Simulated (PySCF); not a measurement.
**Basis-set dependence of population analyses: `C#C[C@@H]([SiH3])CCl`**

C4H7ClSi.
Geometry (PBE0-D3(BJ)/def2-SVP, Å), atoms numbered from 1 in this order:
```xyz
13
C4H7ClSi angstrom
C      1.549   -1.182   -1.241
C      0.549   -1.767   -0.885
C     -0.668   -2.464   -0.504
Si    -2.171   -1.288   -0.733
C     -0.798   -3.762   -1.302
Cl    -2.305   -4.631   -0.896
H      2.437   -0.661   -1.548
H     -0.627   -2.714    0.572
H     -1.767    0.066   -0.257
H     -3.345   -1.756    0.056
H     -2.510   -1.236   -2.186
H      0.038   -4.442   -1.092
H     -0.820   -3.556   -2.381
```

PBE0 throughout (PySCF), one geometry, spherical d and f functions. Geometry: PBE0-D3(BJ)/def2-SVP, one conformer, isolated molecule. The first 7 of 11 kinds of atom are listed.

Mulliken charges (e):

```tsv
basis	functions	C1	C2	C3	Si4	C5	Cl6	H7
STO-3G	45	-0.147	-0.056	-0.220	+0.559	-0.113	-0.158	+0.119
6-31G	76	-0.462	+0.204	-0.564	+0.582	-0.521	+0.029	+0.282
pcSseg-0	76	-0.293	-0.029	-0.801	+0.575	-0.540	-0.028	+0.283
6-31G*	106	-0.502	+0.302	-0.494	+0.388	-0.446	-0.046	+0.241
cc-pVDZ	127	-0.440	+0.400	-0.269	+0.273	-0.060	-0.116	+0.010
def2-SVP	127	-0.448	+0.310	-0.300	+0.397	+0.004	-0.154	+0.046
aug-cc-pVDZ	209	+0.898	-0.123	+0.024	-0.775	+0.010	-0.048	-0.671
6-311+G(2d,p)	220	-1.052	+0.783	-0.075	+0.331	-0.729	+0.146	+0.161
def2-TZVP	240	-0.162	-0.064	-0.233	+0.151	-0.131	-0.145	+0.179
cc-pVTZ	286	-0.218	-0.010	-0.194	+0.166	-0.104	-0.159	+0.152
IGLO-III	298	-0.193	-0.067	-0.285	+0.699	-0.348	-0.006	+0.152
pcSseg-2	328	-0.191	+0.108	-0.354	+0.569	+0.038	-0.158	+0.056
```

IAO charges (e):

| basis | functions | C1 | C2 | C3 | Si4 | C5 | Cl6 | H7 |
| --- | --- | --- | --- | --- | --- | --- | --- | --- |
| STO-3G | 45 | -0.173 | -0.050 | -0.379 | +0.646 | -0.253 | -0.074 | +0.160 |
| 6-31G | 76 | -0.240 | -0.036 | -0.361 | +0.458 | -0.246 | -0.108 | +0.203 |
| pcSseg-0 | 76 | -0.225 | -0.037 | -0.384 | +0.450 | -0.248 | -0.100 | +0.194 |
| 6-31G* | 106 | -0.234 | -0.039 | -0.380 | +0.586 | -0.227 | -0.104 | +0.198 |
| cc-pVDZ | 127 | -0.244 | -0.037 | -0.377 | +0.577 | -0.221 | -0.105 | +0.201 |
| def2-SVP | 127 | -0.238 | -0.035 | -0.382 | +0.598 | -0.216 | -0.098 | +0.195 |
| aug-cc-pVDZ | 209 | -0.256 | -0.035 | -0.378 | +0.579 | -0.223 | -0.110 | +0.207 |
| 6-311+G(2d,p) | 220 | -0.256 | -0.034 | -0.389 | +0.611 | -0.229 | -0.105 | +0.207 |
| def2-TZVP | 240 | -0.256 | -0.034 | -0.390 | +0.620 | -0.230 | -0.102 | +0.206 |
| cc-pVTZ | 286 | -0.255 | -0.035 | -0.388 | +0.605 | -0.228 | -0.105 | +0.207 |
| IGLO-III | 298 | -0.258 | -0.034 | -0.391 | +0.620 | -0.232 | -0.100 | +0.207 |
| pcSseg-2 | 328 | -0.256 | -0.034 | -0.391 | +0.618 | -0.230 | -0.104 | +0.207 |

Hirshfeld charges (e):

| basis | functions | C1 | C2 | C3 | Si4 | C5 | Cl6 | H7 |
| --- | --- | --- | --- | --- | --- | --- | --- | --- |
| STO-3G | 45 | -0.112 | -0.075 | -0.030 | +0.367 | +0.085 | -0.188 | +0.077 |
| 6-31G | 76 | -0.124 | -0.047 | -0.078 | +0.273 | -0.006 | -0.078 | +0.100 |
| pcSseg-0 | 76 | -0.117 | -0.049 | -0.076 | +0.299 | -0.014 | -0.062 | +0.097 |
| 6-31G* | 106 | -0.124 | -0.047 | -0.079 | +0.277 | -0.002 | -0.083 | +0.101 |
| cc-pVDZ | 127 | -0.121 | -0.043 | -0.088 | +0.297 | -0.019 | -0.056 | +0.096 |
| def2-SVP | 127 | -0.121 | -0.041 | -0.093 | +0.304 | -0.023 | -0.045 | +0.095 |
| aug-cc-pVDZ | 209 | -0.117 | -0.046 | -0.111 | +0.304 | -0.040 | -0.038 | +0.096 |
| 6-311+G(2d,p) | 220 | -0.117 | -0.051 | -0.110 | +0.309 | -0.037 | -0.042 | +0.096 |
| def2-TZVP | 240 | -0.120 | -0.045 | -0.106 | +0.302 | -0.034 | -0.044 | +0.095 |
| cc-pVTZ | 286 | -0.120 | -0.043 | -0.102 | +0.300 | -0.033 | -0.048 | +0.095 |
| IGLO-III | 298 | -0.120 | -0.047 | -0.109 | +0.302 | -0.042 | -0.029 | +0.095 |
| pcSseg-2 | 328 | -0.117 | -0.044 | -0.110 | +0.306 | -0.039 | -0.040 | +0.095 |

ESP-fitted charges (e):

| basis | functions | C1 | C2 | C3 | Si4 | C5 | Cl6 | H7 |
| --- | --- | --- | --- | --- | --- | --- | --- | --- |
| STO-3G | 45 | -0.222 | -0.164 | +0.120 | +0.281 | -0.198 | -0.198 | +0.188 |
| 6-31G | 76 | -0.388 | -0.058 | +0.029 | +0.280 | -0.365 | -0.155 | +0.290 |
| pcSseg-0 | 76 | -0.364 | -0.091 | -0.046 | +0.326 | -0.312 | -0.168 | +0.293 |
| 6-31G* | 106 | -0.384 | -0.078 | +0.127 | +0.183 | -0.520 | -0.105 | +0.293 |
| cc-pVDZ | 127 | -0.366 | -0.112 | +0.182 | +0.133 | -0.521 | -0.092 | +0.286 |
| def2-SVP | 127 | -0.375 | -0.087 | +0.117 | +0.187 | -0.473 | -0.088 | +0.286 |
| aug-cc-pVDZ | 209 | -0.423 | -0.070 | +0.180 | +0.160 | -0.566 | -0.089 | +0.306 |
| 6-311+G(2d,p) | 220 | -0.424 | -0.083 | +0.203 | +0.147 | -0.597 | -0.083 | +0.311 |
| def2-TZVP | 240 | -0.426 | -0.077 | +0.192 | +0.159 | -0.556 | -0.085 | +0.310 |
| cc-pVTZ | 286 | -0.416 | -0.082 | +0.179 | +0.167 | -0.536 | -0.091 | +0.305 |
| IGLO-III | 298 | -0.430 | -0.056 | +0.179 | +0.160 | -0.644 | -0.056 | +0.308 |
| pcSseg-2 | 328 | -0.420 | -0.085 | +0.180 | +0.191 | -0.523 | -0.100 | +0.307 |

Which scheme is steadiest as the basis changes?

Largest range over the bases for any column: Hirshfeld 0.16 e, IAO 0.20 e, ESP-fitted 0.45 e, Mulliken 1.95 e. Hirshfeld charges move least and Mulliken charges most, counted in e. Without the minimal STO-3G basis the ranges are Hirshfeld 0.05, IAO 0.17, ESP-fitted 0.33, Mulliken 1.95 e.

How much do the charges still move between the two largest bases, IGLO-III and pcSseg-2?

At most, over all atoms: Mulliken 0.386 e, IAO 0.003 e, Hirshfeld 0.012 e, ESP-fitted 0.121 e.

What do the same runs give for the total energy, the frontier levels and the dipole moment?

| basis | energy (Eh) | HOMO (eV) | LUMO (eV) | μ (D) |
| --- | --- | --- | --- | --- |
| STO-3G | -895.5748 | -5.71 | 3.94 | 1.58 |
| 6-31G | -905.6579 | -7.55 | 0.40 | 1.74 |
| pcSseg-0 | -904.5666 | -7.89 | 0.26 | 1.76 |
| 6-31G* | -905.7392 | -7.44 | 0.33 | 1.56 |
| cc-pVDZ | -905.7929 | -7.57 | 0.27 | 1.36 |
| def2-SVP | -905.4341 | -7.63 | 0.34 | 1.26 |
| aug-cc-pVDZ | -905.8047 | -7.70 | -0.27 | 1.31 |
| 6-311+G(2d,p) | -905.8481 | -7.72 | -0.23 | 1.29 |
| def2-TZVP | -905.8622 | -7.68 | -0.02 | 1.26 |
| cc-pVTZ | -905.8679 | -7.67 | 0.04 | 1.31 |
| IGLO-III | -905.8623 | -7.68 | -0.04 | 1.11 |
| pcSseg-2 | -905.8784 | -7.72 | -0.12 | 1.30 |

The dipole is fixed by the density alone, so its range of 0.65 D shows that the density itself changes with the basis, not only its division among atoms.
